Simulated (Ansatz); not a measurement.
Species: GeBr$_{3}$, charge 0, multiplicity 2. It need not be the lowest isomer of its formula. 
Structure (B3LYP-D3(BJ)/def2-TZVP (Ansatz, an electronic-structure program) minimum search):
```xyz
4

Ge     0.5264    -0.2236     0.2007
Br    -0.6251    -1.8711    -1.0031
Br    -0.7852     0.4626     2.0168
Br     0.9291     1.6129    -1.1972
```
Charge 0, spin multiplicity 2.

Parts of the frozen-core correlation energy in aug-cc-pVDZ (Ansatz, hartree). Frozen orbitals: 56; correlated occupied orbitals by spin: 13 and 12; virtual: 75 and 76. Open shells are spin-unrestricted. No spin-orbit coupling. No relativistic terms.

```
term                             value
-------------------------  -----------
reference (HF)             -9792.61843
MP2 opposite-spin             -0.31528
MP2 same-spin                 -0.12117
CCSD correlation              -0.47167
(T)                           -0.01617
T1 diagnostic                    0.016
largest doubles amplitude        0.019
<S^2> of the reference           0.766
```
